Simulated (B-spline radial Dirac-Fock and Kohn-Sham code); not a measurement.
K-line shifts caused by a second vacancy in Sb⁷⁺

System: Sb⁷⁺ in the configuration [Kr] 4d8.

The run's input, task.json:

```json
{"items": [{
  "Z": 51,
  "q": 7,
  "cfg": [[1, 0, 2], [2, 0, 2], [2, 1, 6], [3, 0, 2], [3, 1, 6], [3, 2, 10], [4, 0, 2], [4, 1, 6], [4, 2, 8]],
  "A": 121,
  "rrms": 4.6802,
  "do": ["binding", "quiet", "double"]
}]}
```

Launch: `python xray_run.py task.json out`

Method: ΔSCF Dirac-Fock with Breit, self-energy and vacuum polarisation, finite nucleus, configuration average. Computed with a radial finite-basis atomic code. Each two-hole energy is an average over J within one jj subconfiguration, not an observable level; in light atoms, where LS coupling holds, the j-resolved values are not observed lines, and for a K spectator the Kα1 hypersatellite is nearly forbidden. Correlation energy is missing from these numbers.

Lines without a spectator: Kα2 (K-L2) 26108.7 eV, Kα1 (K-L3) 26357.2 eV, Kβ3 (K-M2) 29677.2 eV, Kβ1 (K-M3) 29724.2 eV. Shifts in eV with one spectator hole (a dash: not computed, or left out as unreliable):

```tsv
spectator hole	Kα2	Kα1	Kβ3	Kβ1
L2 (2p1/2)	+65.8	+83.3	–	+175.6
L3 (2p3/2)	+63.5	+64.0	+154.3	–
M2 (3p1/2)	–	+9.93	+22.40	+27.06
M3 (3p3/2)	+7.23	–	+22.83	+22.31
```

Q: Where does the K-L3 hypersatellite lie, emitted when both K electrons are missing?

A: +610.8 eV from the normal line, at 26968.0 eV. Removing both K electrons costs 62056.7 eV, which is 832.1 eV more than twice the K binding energy.

With n spectator holes in 2p, averaged over the 2p shell (energies in eV):

| n | KαLⁿ | step | hypersatellite KαʰLⁿ |
| --- | --- | --- | --- |
| 0 | 26274.3 | – | 26878.6 |
| 1 | 26343.5 | +69.2 | 26949.2 |
| 2 | 26413.9 | +70.5 | 27021.2 |
| 3 | 26485.7 | +71.8 | 27094.5 |
| 4 | 26558.8 | +73.1 | 27169.1 |
| 5 | 26633.2 | +74.4 | 27245.0 |

Run: 49 s of CPU time on 1 thread of Intel(R) Xeon(R) Platinum 8375C CPU @ 2.90GHz (shared host), peak memory 0.43 GiB.
